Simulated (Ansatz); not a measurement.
Spectroscopic constants of SnO, closed-shell singlet (the spin of the measured ground state). No spin–orbit coupling.

```json
[
 {"level": "SVWN5/def2-TZVPP", "bond energy D_e (kcal/mol)": "167.23"},
 {"level": "r2SCAN/def2-TZVPP", "bond energy D_e (kcal/mol)": "130.46"},
 {"level": "B97M-V/def2-TZVPP", "bond energy D_e (kcal/mol)": "133.10"},
 {"level": "B3LYP/def2-TZVPP", "bond energy D_e (kcal/mol)": "128.30"},
 {"level": "PBE0/def2-TZVPP", "bond energy D_e (kcal/mol)": "123.08"},
 {"level": "BHLYP/def2-TZVPP", "bond energy D_e (kcal/mol)": "106.48"},
 {"level": "CAM-B3LYP/def2-TZVPP", "bond energy D_e (kcal/mol)": "126.66"},
 {"level": "wB97X-V/def2-TZVPP", "bond energy D_e (kcal/mol)": "128.75"},
 {"level": "B2PLYP/def2-TZVPP", "bond energy D_e (kcal/mol)": "134.24"},
 {"level": "CCSD/def2-TZVPP", "bond energy D_e (kcal/mol)": "114.95"},
 {"level": "CCSD/def2-QZVPP", "bond energy D_e (kcal/mol)": "119.86"},
 {"level": "CCSD(T)/def2-TZVPP", "bond energy D_e (kcal/mol)": "126.58"},
 {"level": "CCSD(T)/def2-QZVPP", "bond energy D_e (kcal/mol)": "132.03"},
 {"level": "CCSD(T)/CBS(def2-TZVPP, def2-QZVPP)", "bond energy D_e (kcal/mol)": "134.92"}
]
```

The rows run from 106.48 (BHLYP/def2-TZVPP) to 167.23 kcal/mol (SVWN5/def2-TZVPP). From def2-TZVPP to def2-QZVPP CCSD(T) changes by 5.44. The 9 functionals in def2-TZVPP without D3 or D4 span 60.75, from BHLYP to SVWN5.

D_e counts from the fitted minimum to each atom's lowest state at the same level, without counterpoise. The singlet is restricted.

Correlated levels freeze the inner cores; with def2 sets outer-core shells near the valence are correlated too. CBS: X⁻³ extrapolation of the correlation energy, Hartree–Fock from the larger set.

Doubts at one or more of the structures used: a restricted determinant that unrestricted orbitals would lower (CCSD/def2-TZVPP, CCSD(T)/def2-TZVPP, CCSD(T)/CBS(def2-TZVPP, def2-QZVPP)).

Codes used: Ansatz (a quantum-chemistry and plane-wave program) with Gaussian orbitals. Values without a source in brackets are computed. In def2 rows elements past Kr take small-core potentials, without spin–orbit coupling.
